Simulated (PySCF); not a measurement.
# Reading the logs of faulty runs: B2FH4Si anion

Calculated results; nothing here was measured. The program is PySCF 2.14.0, an open-source quantum chemistry code, run on an isolated molecule that a program drew, which may never have been made. The molecule is B2FH4Si anion (charge -1, singlet), drawn as the SMILES string `BB(F)[SiH2-]`.

Each row is a Hartree-Fock (HF) and frozen-core CCSD(T) single point in the aug-cc-pV(D+d)Z basis, meant for a local HF minimum. Run 1 is clean. Each other run has one planted mistake out of seven kinds, and not every kind appears here: one electron removed, one electron added, multiplicity raised by two, geometry at a saddle point, minimal basis STO-3G, one bond length entered in bohr, all coordinates scaled. The reference is restricted for singlets and unrestricted otherwise, and also for a bond in bohr. Adding or removing an electron swaps singlet and doublet. Electrons count all cores. HOMO and LUMO are orbital energies over both spins, the gradient is its largest component, and the lowest frequency (negative if imaginary) is given only where the gradient is small. Bond lengths are over the 7 bonds as drawn. T1 is the CCSD diagnostic: over 0.02 (restricted) or 0.045 (unrestricted) a single reference is doubtful.

Geometry of the clean run:
```xyz
8
B2FH4Si anion, angstrom
B    -3.0003    0.0756    0.4425
B    -2.5117    0.9209   -0.9368
F    -3.0464    2.1786   -1.2591
Si   -1.1974    0.0438   -2.0021
H    -2.5342   -1.0092    0.7127
H    -3.8290    0.4816    1.2391
H    -0.5388    0.4838   -3.2725
H    -0.6538   -1.2886   -1.6289
```

| run | electrons | basis functions | <S^2> | HOMO (eV) | LUMO (eV) | gradient (hartree/bohr) | lowest frequency (cm^-1) | mean bond (Å) | longest bond (Å) | T1 | HF (hartree) | CCSD(T) (hartree) | mistake |
|---|---|---|---|---|---|---|---|---|---|---|---|---|---|
| 1 | 38 | 137 | 0.000 | -1.79 | 3.58 | 3.4e-05 | 108 | 1.4877 | 1.906 | 0.0230 | -440.07725 | -440.64768 | no fault |
| 2 | 38 | 137 | 0.000 | -1.74 | 3.58 | 1.2e-01 | - | 1.3464 | 1.725 | 0.0201 | -439.99985 | -440.56159 | all coordinates scaled |
| 3 | 38 | 28 | 0.000 | 3.42 | 12.05 | 2.9e-02 | - | 1.4877 | 1.906 | 0.0241 | -434.49448 | -434.70784 | ? |
| 4 | 38 | 137 | 2.024 | -0.99 | 3.66 | 5.0e-02 | - | 1.4877 | 1.906 | 0.0159 | -440.05269 | -440.59726 | ? |

**Which mistake was planted in run 3, and what did it cost?**

It has 28 basis functions where the clean run has 137, with the same electrons and geometry. So the mistake is: minimal basis STO-3G. Subtracting run 1 and multiplying by 627.51 kcal/mol a hartree, the energy moved by 3503.2 kcal/mol in HF and 3727.3 kcal/mol in CCSD(T).

**Which mistake was planted in run 4, and what did it cost?**

Electrons, basis and geometry are unchanged, and <S^2> is 2.024, beside S(S+1) = 2.00 for a multiplicity of 3. So the mistake is: multiplicity raised by two. Subtracting run 1 and multiplying by 627.51 kcal/mol a hartree, the energy moved by 15.4 kcal/mol in HF and 31.6 kcal/mol in CCSD(T).

Cautions from the logs. Run 1: T1 is over the limit, so its CCSD(T) energy is less reliable; run 2: T1 is over the limit, so its CCSD(T) energy is less reliable; run 3: T1 is over the limit, so its CCSD(T) energy is less reliable and the HOMO is above zero, so the electron isn't bound and the energy depends on the basis.
